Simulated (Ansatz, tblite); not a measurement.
Cost and result up the ladder for P₂H₆Au₁₃⁺ (relaxed from a model of Au13(PH3)2, whose bonding it doesn't keep) (21 atoms). The state is a singlet with charge 1. Geometry: r2SCAN-D4/def2-SVP.

```xyz
21

Au   -2.914   -1.019   -0.133
Au    1.602   -3.097   -0.216
Au    1.775   -0.932    1.773
Au   -4.225    0.986   -1.292
Au   -0.709    3.423    0.283
Au   -1.556    0.988   -1.608
Au    0.661   -0.737   -1.132
Au   -2.650    1.645    0.997
Au   -0.729   -1.783    1.509
Au   -0.051    0.966    1.187
Au    0.939    1.898   -1.634
Au   -2.778   -3.435    0.975
Au   -0.949   -2.897   -1.161
P     3.069   -4.769    0.423
P    -0.527    5.652   -0.314
H     3.588   -4.785    1.741
H     2.601   -6.102    0.325
H     4.271   -4.871   -0.320
H    -0.503    5.999   -1.688
H    -1.540    6.527    0.147
H     0.624    6.343    0.137
```

Ansatz on 2 threads of AMD EPYC 7R13 on a shared host and a share (18 GiB) of an NVIDIA H100 80GB HBM3; xTB runs through tblite on one thread. Times are rough, summed over both states, and most runs start from the orbitals of an earlier one. PBE0-D4/def2-TZVP serves as the yardstick here, not as an exact answer. The other state is a triplet.

In the def2 sets Au takes a core potential; there is no spin–orbit coupling. The xTB rows come from tblite. Single mean-field runs in def2-TZVP are fitted with def2-universal-jkfit.

xTB has no spin-polarisation term.

| level | functions | vertical triplet (eV) | difference from PBE0-D4/def2-TZVP (eV) |
| --- | --- | --- | --- |
| PBE0-D4/def2-TZVP (with forces) | 630 | 1.14 | 0.00 |
| PBE-D4/def2-TZVP (with forces) | 630 | 0.99 | -0.15 |
| GFN2-xTB | 141 | 2.00 | 0.86 |
| GFN1-xTB | 147 | 0.83 | -0.31 |

**Question.** Estimate how long each takes.

**Answer.** GFN1-xTB 0.27 s; GFN2-xTB 0.33 s; PBE-D4/def2-TZVP (with forces) 61 s; PBE0-D4/def2-TZVP (with forces) 82 s. On shared hardware such times vary by a factor of up to 3.
